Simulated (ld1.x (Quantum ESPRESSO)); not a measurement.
Varying the PAW potential for silicon

Base potential:

silicon (Si), PAW, made with ld1.x (Quantum ESPRESSO) 7.5 (PBEsol, non-relativistic). Core [Ne], reference 3s2 3p2. Waves: 3s (bound): rcut 1.55, rcutus 1.95 bohr; 3s channel at 1.05 Ry: rcut 1.55, rcutus 1.95 bohr; 3p (bound): rcut 1.35, rcutus 1.65 bohr; 3p channel at 0.05 Ry: rcut 1.35, rcutus 1.65 bohr; 3d channel at -0.15 Ry: rcut 1.25, rcutus 1.55 bohr; 3d channel at 0.85 Ry: rcut 1.25, rcutus 1.55 bohr. Local part: all-electron potential smoothed inside 1.25 bohr (lloc = -1). Core correction: a·sin(br)/r model core, default radius (core density twice the valence density). Augmentation charge: PSQ, inside the norm-conserving radii.

Cutoffs, loose and tight: the cutoffs (Ry, on a coarse ladder) from which the occupation-weighted sum of valence levels, in a spherical-Bessel basis at the reference potential, stays within 10 and 1 mRy of its value at 400 Ry. They do not see the model core or the augmentation charge, which bear on the density cutoff. Test errors are all-electron minus pseudo excitation energies from the reference, over the configurations 3s2 3p1; 3s2 3p0; 3s1 3p0; 3s2 3p2.3; 3s1 3p2; 3s1 3p3; 3s2 3p1.5. A dash means not determined; rows that change the core or the reference have their own tests.

The default core radius of the base comes out at 1.13 bohr.

```tsv
change	outcome	cutoff, loose	cutoff, tight	bound ghosts	largest test error (meV)
base	generated	6 Ry	10 Ry	none	-60
type RRKJ; waves now 3p (bound): rc 1.65 bohr; 3d channel at -0.15 Ry: rc 1.55 bohr; 3s (bound): rc 1.95 bohr; local potential the s channel	generated	15 Ry	35 Ry	none	+59
local potential all-electron potential smoothed inside 1.74 bohr (lloc = -1)	generated	6 Ry	10 Ry	none	-61
functional LDA (PZ); removed wave 3d channel at 0.85 Ry: rcut 1.25, rcutus 1.55 bohr	generated	6 Ry	10 Ry	none	-70
waves 3s (bound): rcut 1.55, rcutus 2.12 bohr; 3s channel at 1.05 Ry: rcut 1.55, rcutus 2.12 bohr	generated	6 Ry	10 Ry	none	-56
local potential all-electron potential smoothed inside 1.65 bohr (lloc = -1)	generated	6 Ry	10 Ry	none	-61
waves 3d channel at -0.15 Ry: rcut 1.25, rcutus 1.68 bohr; 3d channel at 0.85 Ry: rcut 1.25, rcutus 1.68 bohr	generated	6 Ry	10 Ry	none	-60
```

Task: What comes out with this change to the base: core correction a·sin(br)/r model core, default radius (ld1.x builds one for every PAW set, though the input has nlcc=.false.)?

Result: outcome: generated; cutoff, loose: 6 Ry; cutoff, tight: 10 Ry; bound ghosts: none; largest test error (meV): -48.
